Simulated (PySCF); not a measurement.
In(Cl)3, SMILES [In]([Cl])([Cl])[Cl], PBE0/def2-SVP optimised geometry.

```
4

In    -0.58     0.00     0.00
Cl    -1.74    -2.01    -0.01
Cl     1.74     0.00     0.00
Cl    -1.74     2.01     0.00
```

Density from PBE0/def2-TZVP, def2 effective core potentials past Kr in PySCF 2.14.0 at that geometry. The core electrons that the potentials of In replace are not part of the density.

Minimum of the electron density along straight lines between bonded atoms, close to the bond critical point (lines longer than 1.1 times the sum of covalent radii, or with two minima, are not listed):

| bond | length / Å | ρ at the minimum / e bohr⁻³ | ∇²ρ there / e bohr⁻⁵ | position (fraction from the first atom) |
|---|---|---|---|---|
| In1–Cl2 | 2.320 | 0.088 | 0.21 | 0.48 |
| In1–Cl3 | 2.320 | 0.088 | 0.21 | 0.48 |
| In1–Cl4 | 2.320 | 0.088 | 0.21 | 0.48 |
